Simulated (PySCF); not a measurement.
C₂H₆Si (SMILES C[Si]C), singlet, at a GFN2-xTB geometry.

PySCF was given this input:
```python
from pyscf import gto, scf, dft

mol = gto.M(
    atom='''
Si   -0.25781853    0.11561357    0.69927516
C     0.74714689    1.26727629   -0.47256628
H     0.92573921    2.24312512   -0.02482989
H     0.22513318    1.43369211   -1.41547096
H     1.72091760    0.83786826   -0.71036843
C    -0.40578857   -1.42035160   -0.45329187
H     0.57448304   -1.79226401   -0.75330936
H    -0.95623279   -1.18077588   -1.36366825
H    -0.92873070   -2.24178365    0.03294363
''',
    basis='6-31g*',
    verbose=4,
)

mf = dft.RKS(mol)
mf.xc = 'r2scan'
mf = mf.density_fit(auxbasis='def2-universal-jkfit')
mf.kernel()
```

Task: What does this run give for the Mulliken (on the basis functions themselves) charges in atom order, total energy, nuclear repulsion energy?

Result: 
```json
{
 "Mulliken (on the basis functions themselves) charges in atom order": "Si1 0.43, C2 -0.81, H3 0.20, H4 0.20, H5 0.20, C6 -0.81, H7 0.20, H8 0.20, H9 0.20",
 "total_energy": "-369.1543 Eh",
 "nuclear_repulsion_energy": "96.5075 Eh"
}
```
